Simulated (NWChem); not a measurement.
System: HTeSeF; SMILES [Te]([SeH])F

Here is an NWChem input.

```
start job
memory heap 200 mb stack 900 mb global 1100 mb
geometry units angstroms noautoz
  Te    -0.269744     0.830837     0.001067
  F      1.583732     1.441623    -0.012733
  Se     0.038590    -1.629315    -0.044402
  H      0.139769    -1.841684     1.414444
end
basis spherical
  * library def2-svp
end
ecp
  Te library def2-ecp
end
dft
  xc pbe0
  iterations 150
  vectors input atomic output neutral.movecs
end
task dft energy
charge 1
dft
  odft
  mult 2
  vectors input atomic output cation.movecs
end
task dft energy
```

Coordinates come from a PBE0/def2-SVP optimisation. No frequency run checked for a minimum. def2 effective core potentials on Te; no spin-orbit coupling.

Ions are spin-unrestricted doublets at the neutral geometry; other ion states weren't tried.

### Question
What results follow from this input? (PBE0/def2-SVP with def2 effective core potentials on Te, vertical spin-unrestricted ions.) Quantities: vertical ionisation energy, ΔSCF (eV); −ε(HOMO) (eV).

### Answer
```
Quantity                               Value
-------------------------------------  -----
vertical ionisation energy, ΔSCF (eV)   8.80
−ε(HOMO) (eV)                           6.58
```
